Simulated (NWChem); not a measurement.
H$_{3}$SO$_{4}$ cation; SMILES O=S(=O)(O)[OH2+]

```xyz
8

O     -1.5232     0.3680     0.1498
S     -0.0819     0.3328     0.1586
O      0.8602     0.4968     1.2446
O      0.4612     0.7536    -1.2683
O      0.2640    -1.6775    -0.2010
H      1.4473     0.8731    -1.2679
H      0.4116    -2.1762     0.6387
H     -0.4816    -2.1184    -0.6755
```
Atoms are numbered in this order, from 1.

Level: PBE-D3(BJ)/def2-SVP (NWChem), optimised geometry, unscaled harmonic frequencies. 

Q: List the harmonic frequencies with IR intensities, and the thermochemistry.

A: 
```csv
frequency (cm⁻¹),IR intensity (km/mol)
153,51.1
226,14.5
236,10.6
318,13.4
403,14.1
438,35.3
448,23.0
472,238.4
611,217.5
746,4.5
849,124.0
1076,104.6
1186,95.5
1456,132.2
1542,79.6
3518,344.6
3546,210.5
3645,246.7
```

```
Item                                                                                Value
-----------------------------------------------------------------------  ----------------
zero-point energy                                                           29.8 kcal/mol
thermal correction to the enthalpy at 298.15 K (with zero-point energy)     34.4 kcal/mol
heat capacity Cv                                                         21.6 cal/(mol K)
entropy at 298.15 K and 1 atm (symmetry number 1)                        77.6 cal/(mol K)
```

Rigid rotor and harmonic oscillator.
